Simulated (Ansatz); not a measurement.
**Question.** Name a neutral molecule of B, F, Si and H with HOMO–LUMO gap (PBE0/def2-TZVPP) between 4.65 and 4.95 eV and zero-point energy (PBE0-D4/def2-TZVP) between 91 and 107 kJ/mol (Ansatz, PBE0-D4/def2-TZVP geometry).

**Answer.** `FB1[SiH2][SiH2]1` (4.73 eV, 100.7 kJ/mol). Other molecules can fit too; these were computed, each in one conformer that needn't be the lowest.
